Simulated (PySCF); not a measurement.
## Two-component Hartree-Fock for Re(64+) (rhenium, charge +64)

Start: [Ne] 3s1; 3s1/2 filled at m_j = +1/2. Calculated with PySCF 2.14 in an uncontracted even-tempered set (17 s from 21 bohr⁻², ratio 2.4; 14 p from 28 bohr⁻², ratio 2.4; 4 d from 88 bohr⁻², ratio 2.6; 4 f from 130 bohr⁻², ratio 2.6): generalised Hartree-Fock with the X2C-1e Hamiltonian and a Gaussian nucleus; one run each with spin-orbit coupling (SO) switched off, then screened by Boettger's factors.

```
spinor shell  electrons  ε, spin-free (eV)  ε, screened SO (eV)  weight of nominal j (screened SO)  rms radius, screened SO (bohr)
       1s1/2          2           -77691.5             -77674.5                              1.000                          0.0204
       2s1/2          2           -17915.9             -17911.7                              1.000                          0.0809
       2p1/2          2           -16349.1             -17415.1                              1.000                          0.0686
       2p3/2          4           -16349.1             -15923.4                              1.000                          0.0757
       3s1/2          1            -7372.6              -7371.9                              1.000                           0.193
```

| quantity | spin-free | screened SO |
| --- | --- | --- |
| E (hartree) | -11657.79683 | -11674.27734 |
| M_J | 1/2 | 1/2 |
| ⟨J²⟩ | 0.750 | 0.750 |
| ⟨L²⟩ | 0.000 | 0.036 |
| ⟨S²⟩ | 0.750 | 0.786 |

Each row is a mean over spinors that exchange with the open shell spreads, by up to 17.140 eV (2s1/2).

Breit and QED terms are absent; they matter most for the inner s and p1/2 levels.

Densities and radii are taken from the X2C orbitals without a picture-change correction, which distorts them close to the nucleus.

Without spin-orbit coupling the j labels of p, d and f shells carry no meaning; the spin-free column gives the mean over the occupied spinors of each nl shell.
